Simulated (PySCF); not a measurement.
Results of a calculation; reference values are marked as such.
## Si3H6O2F

The system: Si3H6O2F, a small molecule (built as: Si site whose three back bonds go to OSiH3, OSiH3, F); neutral, doublet. The structure, one conformer, was relaxed in the gas phase by PBE0-D3(BJ)/def2-SVP. No frequency run checks that it is a minimum.

SMILES: F[Si](O[SiH3])O[SiH3]

Coordinates in Å:
```
Si1    -0.201    1.415   -1.208
O2      0.826    1.420    0.069
Si3     1.798    0.621    1.159
O4     -1.299    0.208   -1.070
Si5    -1.871   -1.187   -0.366
F6      0.668    1.137   -2.550
H7      2.812   -0.200    0.436
H8      2.476    1.634    2.013
H9      0.957   -0.273    2.010
H10    -0.726   -2.033    0.086
H11    -2.680   -1.929   -1.372
H12    -2.721   -0.841    0.810
```

EPR values by unrestricted B3LYP, IGLO-III on F O Si, pcH-1 on H.

Q: Predict g and the largest hyperfine couplings. Where does the spin sit?

A: g = 2.0004, 2.0005, 2.0019. The spin sits on Si1 (89 %, bonded to 1 F + 2 O) by Mulliken populations.
```tsv
atom	isotope	isotropic (MHz)	dipolar, principal values (MHz)
Si1	29Si	-1366.9	-112.3, 55.9, 56.4
F6	19F	374.7	-135.0, -129.1, 264.1
O2	17O	-114.0	-15.4, 7.2, 8.2
O4	17O	-107.1	-17.7, 8.4, 9.3
Si3	29Si	-21.1	-6.9, 3.4, 3.5
Si5	29Si	-15.7	-6.0, 2.9, 3.1
```

Q: How do the isotropic couplings move with BHandHLYP?

A: Si1 -1366.9 to -1387.5 MHz, F6 374.7 to 396.0 MHz, O2 -114.0 to -110.9 MHz, O4 -107.1 to -104.8 MHz.
